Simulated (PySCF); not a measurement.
Ligand exchange on a metal centre used in film growth or etching (Zn F-CH3). Gas-phase values, no solvent. One relaxed conformer stands for each flexible species; it need not be the lowest.

Computed with TPSSh-D3(BJ)/def2-TZVP // PBE-D3(BJ)/def2-SVP (PySCF). 

```json
[
 {"species": "0 of 2 F replaced by CH3", "LUMO (eV)": "-2.40", "HOMO–LUMO gap (eV)": "?", "charge on the central atom (Mulliken) (e)": "0.93"},
 {"species": "1 of 2 F replaced by CH3 ([Zn(F)(CH3)])", "LUMO (eV)": "?", "HOMO–LUMO gap (eV)": "7.21", "charge on the central atom (Mulliken) (e)": "0.57"},
 {"species": "2 of 2 F replaced by CH3", "LUMO (eV)": "-0.09", "HOMO–LUMO gap (eV)": "6.42", "charge on the central atom (Mulliken) (e)": "0.36"}
]
```

Question: What belongs in the gaps?

Answer: 
- 0 of 2 F replaced by CH3, HOMO–LUMO gap (eV): 7.03
- 1 of 2 F replaced by CH3 ([Zn(F)(CH3)]), LUMO (eV): -0.88
